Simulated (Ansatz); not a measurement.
Basis sets compared for TiBr3. Charge 0, multiplicity 2. Geometry PBE-D4/def2-SVP. Ansatz on 4 threads of Arm Neoverse V1 on a shared host; times are rough, and most runs start from earlier orbitals.

Cartesian coordinates in Å:
```
Ti -0.001 -0.002 0.002
Br 2.249 -0.649 -0.081
Br -0.683 1.672 1.491
Br -1.565 -1.021 -1.412
```

No other spin state of charge 0 was run.

Binding counts from free atoms (Ti triplet, Br doublet) in the same basis, without a counterpoise term.

```json
{"level": "PBE-D4/def2-SVP", "functions": "127", "energy (Eh)": "-8569.7123", "HOMO (eV)": "-5.35", "LUMO (eV)": "-4.28", "binding per atom (eV)": "3.40", "wall time": "2.9 s"}
{"level": "PBE0-D4/def2-SVP", "functions": "127", "energy (Eh)": "-8569.9940", "HOMO (eV)": "-7.77", "LUMO (eV)": "-3.36", "binding per atom (eV)": "3.15", "wall time": "6.5 s"}
```

Question: Estimate the rows for PBE-D4/def2-TZVP (with forces), PBE0-D4/def2-TZVP.

Answer: 
```csv
level,functions,energy (Eh),HOMO (eV),LUMO (eV),binding per atom (eV),wall time
PBE-D4/def2-TZVP (with forces),189,-8570.7623,-5.45,-4.39,–,5.5 s
PBE0-D4/def2-TZVP,189,-8571.0432,-7.72,-3.34,3.16,13 s
```
